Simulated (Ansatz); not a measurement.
Two isomers of C2H5BrGe: A = `[GeH3]/[CH]=C\Br`, B = `C=[C]([GeH3])Br`.

Calculated with Ansatz (gas phase, PBE0-D4/def2-TZVP geometries, no zero-point term in ΔE). CBS: MP2 limit from def2 TZ/QZ plus the TZ coupled-cluster correction, frozen cores. Functionals use def2-TZVPP. B3LYP here is the variant with VWN-RPA as its local correlation; programs differ in this. For Br, Ge outer-core shells are correlated without core-valence functions, which leaves a few kJ/mol of doubt a bond. Scalar relativity is left out up to krypton.

Task: Which isomer does CCSD(T)/CBS put lower? Give the gap. (An estimate is asked.)

Result: Computed: B, by 0.4 kcal/mol. So small a gap doesn't settle the order.

Task: Give E(B) − E(A) in kcal/mol with B3LYP, B3LYP-D4, HF/def2-TZVPP, r2SCAN-D4, PBE0-D4, B2PLYP, CCSD/def2-TZVPP. (An estimate is asked.)

Result: Computed: B3LYP -0.4, B3LYP-D4 -0.4, HF/def2-TZVPP -0.9, r2SCAN-D4 -0.2, PBE0-D4 -0.1, B2PLYP -0.5, CCSD/def2-TZVPP -0.5. None reverses the order clearly.

Largest T1 diagnostic: 0.011.
